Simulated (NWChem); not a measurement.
System: AuH2OBr; SMILES [Au]([Br])<-[OH2]

```xyz
5

Au    -0.0102    -0.4834     0.0000
Br     0.0040     1.8739     0.0000
O     -0.0236    -2.6663     0.0000
H      0.4255    -3.0349     0.7719
H      0.4255    -3.0349    -0.7719
```
Atoms are numbered in this order, from 1.

Program: NWChem. Geometry: optimised at PBE0/def2-SVP. Not confirmed as a minimum by frequencies. def2 effective core potentials on Au; no spin-orbit coupling. Ions are spin-unrestricted doublets at the neutral geometry; other ion states weren't tried.

**Question.** What does the run give for PBE/def2-SVP? Quantities: vertical ionisation energy, ΔSCF (eV); −ε(HOMO) (eV).

**Answer.** 
```
Item                                   Value
-------------------------------------  -----
vertical ionisation energy, ΔSCF (eV)   8.91
−ε(HOMO) (eV)                           5.49
```
